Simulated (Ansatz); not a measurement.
Pt4⁻, 4 atoms. Hardware: 4 threads of Arm Neoverse V2 on a shared host.

In the def2 sets Pt takes a core potential; there is no spin–orbit coupling. Correlated methods freeze no core orbitals; core or outer-core shells of Pt are correlated, in sets that lack core-valence functions.

Problem. How many basis functions does each of these Ansatz runs have, and roughly what does it cost? LC-ωPBE (ω = 0.30 bohr⁻¹)/def2-TZVPD, charge 0 singlet at the geometry of the charge -1 doublet, energy, from earlier orbitals; MP2/def2-TZVPD, charge -1 doublet, energy, from earlier orbitals; PBE0-D4/def2-TZVPD, charge -1 quartet, energy, from earlier orbitals; B97M-V/def2-TZVPD, charge -1 doublet, energy, from earlier orbitals; PBE-D4/def2-TZVPD, charge 0 triplet at the geometry of the charge -1 doublet, energy, from earlier orbitals; LC-ωPBE (ω = 0.20 bohr⁻¹)/def2-TZVPD, charge -1 doublet, energy, from earlier orbitals; LC-ωPBE (ω = 0.30 bohr⁻¹)/def2-TZVPD, charge -1 doublet, energy, from earlier orbitals; r2SCAN-D4/def2-TZVPD, charge 0 triplet at the geometry of the charge -1 doublet, energy, from earlier orbitals; B2PLYP/def2-TZVPD, charge -1 doublet, energy, from earlier orbitals; BLYP-D4/def2-TZVPD, charge -1 doublet, energy, from earlier orbitals; PBE0-D4/def2-TZVPD, charge -1 doublet, energy, from earlier orbitals; PBE0-D4/def2-SVP, charge -1 quartet, energy with a search over starts.

Solution. Other jobs shared the machine, so times can vary by a factor of up to 3. A dash marks memory too small to be measured apart from the calling script's.

```csv
run,functions,fitting or Cholesky vectors,wall time,peak host memory (GiB)
"PBE-D4/def2-TZVPD, charge 0 triplet at the geometry of the charge -1 doublet, energy, from earlier orbitals",172,1508,9.5 s,–
"BLYP-D4/def2-TZVPD, charge -1 doublet, energy, from earlier orbitals",172,1508,11 s,–
"LC-ωPBE (ω = 0.30 bohr⁻¹)/def2-TZVPD, charge 0 singlet at the geometry of the charge -1 doublet, energy, from earlier orbitals",172,1508,14 s,0.55
"PBE0-D4/def2-TZVPD, charge -1 quartet, energy, from earlier orbitals",172,1648,18 s,0.77
"r2SCAN-D4/def2-TZVPD, charge 0 triplet at the geometry of the charge -1 doublet, energy, from earlier orbitals",172,1508,19 s,–
"MP2/def2-TZVPD, charge -1 doublet, energy, from earlier orbitals",172,1544,22 s,0.76
"LC-ωPBE (ω = 0.30 bohr⁻¹)/def2-TZVPD, charge -1 doublet, energy, from earlier orbitals",172,1508,24 s,0.71
"LC-ωPBE (ω = 0.20 bohr⁻¹)/def2-TZVPD, charge -1 doublet, energy, from earlier orbitals",172,1508,26 s,0.66
"B2PLYP/def2-TZVPD, charge -1 doublet, energy, from earlier orbitals",172,1544,27 s,0.76
"PBE0-D4/def2-SVP, charge -1 quartet, energy with a search over starts",128,1304,28 s,0.58
"PBE0-D4/def2-TZVPD, charge -1 doublet, energy, from earlier orbitals",172,1648,29 s,1.1
"B97M-V/def2-TZVPD, charge -1 doublet, energy, from earlier orbitals",172,1508,31 s,0.71
```
